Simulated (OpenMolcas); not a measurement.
What dynamic correlation does to the levels of Ni⁵⁺

- Program: OpenMolcas 26.06
- Basis: ANO-RCC-VQZP [7s6p4d3f2g1h]
- Scalar Hamiltonian: DKH2, point nucleus
- Active space: 11 electrons in 8 orbitals (RAS1 3p, at most 2 holes; RAS2 3d)
- State averaging: 2S+1 = 6 even, 1 root; 2S+1 = 4 even, 24 roots; 2S+1 = 2 even, 53 roots
- Spin-orbit coupling: RASSI with atomic mean-field integrals over the reference wave functions, term energies averaged over their components

Methods on the same reference wave functions:
A. RASSCF
B. SS-RASPT2, IPEA 0.25 Eh, imaginary shift 0.1 Eh (closed shells correlated: 3s)
C. MS-RASPT2, IPEA 0.25 Eh, imaginary shift 0.1 Eh (closed shells correlated: 3s)

Energies in eV above 3d⁵ ⁶S_5/2, the measured ground level; measured values from Corliss and Sugar, J. Phys. Chem. Ref. Data 10, 197 (1981).

| Level | A | B | C | Measured |
| --- | --- | --- | --- | --- |
| 3d⁵ ⁶S_5/2 | 0.0000 | 0.0000 | 0.0000 | 0.0000 |
| 3d⁵ ⁴G_5/2 | 5.9619 | 5.314 | 5.314 |  |
| 3d⁵ ⁴G_7/2 | 5.9727 | 5.324 | 5.324 |  |
| 3d⁵ ⁴G_11/2 | 5.9758 | 5.326 | 5.326 | 5.1975 |
| 3d⁵ ⁴G_9/2 | 5.9792 | 5.330 | 5.330 |  |
| 3d⁵ ⁴P_5/2 | 6.1513 | 5.874 | 5.874 | 5.6889 |
| 3d⁵ ⁴P_3/2 | 6.1692 | 5.898 | 5.898 | 5.7162 |
| 3d⁵ ⁴P_1/2 | 6.1854 | 5.926 | 5.926 | 5.7435 |
| 3d⁵ ⁴D_7/2 | 7.0756 | 6.420 | 6.420 | 6.2402 |
| 3d⁵ ⁴D_1/2 | 7.0969 | 6.447 | 6.447 |  |
| 3d⁵ ⁴D_3/2 | 7.1103 | 6.472 | 6.472 |  |
| 3d⁵ ⁴D_5/2 | 7.1126 | 6.479 | 6.479 |  |
| 3d⁵ ²D_5/2 [65 %] | 8.7187 | 8.222 | 8.224 | 7.9539 |
| 3d⁵ ²I_11/2 | 8.7274 | 7.737 | 7.737 | 7.5873 |
| 3d⁵ ²I_13/2 | 8.7555 | 7.761 | 7.761 | 7.5977 |
| 3d⁵ ²D_3/2 | 8.8619 | 8.356 | 8.356 | 8.0805 |
| 3d⁵ ²F_7/2(1) | 9.1163 | 8.601 | 8.582 |  |
| 3d⁵ ⁴F_9/2 | 9.4112 | 8.712 | 8.712 |  |
| 3d⁵ ⁴F_7/2 | 9.4228 | 8.732 | 8.736 |  |
| 3d⁵ ⁴F_5/2 [74 %] | 9.4553 | 8.715 | 8.708 |  |
| 3d⁵ ⁴F_3/2 | 9.4626 | 8.788 | 8.788 |  |
| 3d⁵ ²H_9/2 | 10.0555 | 9.263 | 9.263 | 9.0395 |
| 3d⁵ ²H_11/2 | 10.1331 | 9.365 | 9.365 | 9.1447 |
| 3d⁵ ²G_7/2 | 10.4960 | 9.512 | 9.511 | 9.2527 |

Deviations, from unrounded energies. A percentage is the sum of absolute deviations over the sum of measured energies, with the sign that they share, or ± where signs differ.

```json
{"Against measurement": "mean absolute deviation (cm-1)", "Levels": "12", "A": "6800", "B": "1600", "C": "1600"}
{"Against measurement": "other terms of the ground configuration (%)", "Levels": "12", "A": "+11.5", "B": "+2.8", "C": "+2.8"}
```

B, C lie about equally close to measurement and A furthest from it. The largest miss of B in the table is 3d⁵ ²D_3/2, by +2200 cm-1. The ranking rests on the paired levels alone, and a cruder setting can come out closer through cancelling errors.

Between B and C the level of the table that moves most is 3d⁵ ²F_7/2(1), by 150 cm-1 (lowest in C, highest in B). Moves below CASPT2's spread within the term are not significant.

The two smallest mean deviations differ by little beside CASPT2's spread within terms, so their order carries little weight.

From A to B the spin-free energies of the other terms of 3d⁵ shown, above ⁶S, scale by factors of 0.89 to 0.96, as is usual when dynamic correlation screens the repulsion within a d or f shell.

The lowest spin-free term lies below A's lowest term by 0.431 hartree in B, 0.431 hartree in C.

CASPT2 breaks the degeneracy within a term, and the mean is taken; among the terms shown or strongly mixed into the levels shown the widest spread is 600 cm-1 (3d⁵ ²I, C). Active for correlation alone: 3p; no level in the range computed is led by a configuration that opens it, so any true level of that kind is missing. Without dynamic correlation excited terms often stand tens of per cent too high (terms of higher spin than the ground term too low), and those without a measured partner can miss by more than the paired ones (holds for A). Computed and measured levels are paired by configuration, term and J; levels that our copy of the source lacks, or whose pairing is in doubt (as where it misses far off the trend of its configuration), stay unpaired and out of the deviations. Levels of configurations outside the active space are missing. The table leaves out levels that lie high or whose names do not pair safely across all columns.

A share in square brackets marks a mixed level and gives the weight of the term that names it, the lowest over the columns. A number in round brackets counts repeated terms of one configuration in the order of the reference energies.
